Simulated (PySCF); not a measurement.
Compound: C4H8N3 (charge +1).
Geometry (GFN2-xTB, Å), atoms numbered from 1 in this order:
```
atom  x, y, z in Å
C1     2.376   -0.565    0.008
N2     1.046   -0.033    0.007
C3     0.666    1.261    0.044
C4    -0.707    1.239    0.030
N5    -1.045   -0.066   -0.015
C6    -2.357   -0.640   -0.048
N7     0.013   -0.818   -0.029
H8     2.897   -0.278    0.923
H9     2.310   -1.650   -0.047
H10    2.935   -0.187   -0.848
H11    1.357    2.079    0.076
H12   -1.423    2.036    0.049
H13   -2.935   -0.311    0.816
H14   -2.880   -0.335   -0.955
H15   -2.258   -1.723   -0.032
```

Computed at PBE0/pcSseg-1 (PySCF, non-relativistic), with Q(14N) = 0.02044 b: N2, 14N (I = 1): χzz = 1.987 MHz, η = 0.872; N7, 14N (I = 1): χzz = -4.704 MHz, η = 0.707.

Find the zero-field quadrupole resonance frequencies of 14N at N2.

From ν± = (3/4)|χ|(1 ± η/3) and ν0 = |χ|η/2: ν+ 1.923 MHz, ν− 1.057 MHz, ν0 0.866 MHz (nitrogen bonded to 2 C and N).

Find the zero-field quadrupole resonance frequencies of 14N at N7.

From ν± = (3/4)|χ|(1 ± η/3) and ν0 = |χ|η/2: ν+ 4.360 MHz, ν− 2.697 MHz, ν0 1.664 MHz (ring nitrogen).

In a crystal, neighbours and librations shift these lines. Geometry: GFN2-xTB; no solvent, vibrations or thermal averaging. GFN2-xTB bond lengths can be off by several hundredths of an ångström, more for odd bonds, and the gradients follow them. These gradients aren't converged with respect to the basis.

The run behind these numbers computed NMR shieldings as well. The run took 18 s on one thread of an Intel Xeon Platinum 8488C, no GPU, shared host with 192 logical CPUs at a one-minute load of 34, and the process peaked at 0.73 GiB of memory.
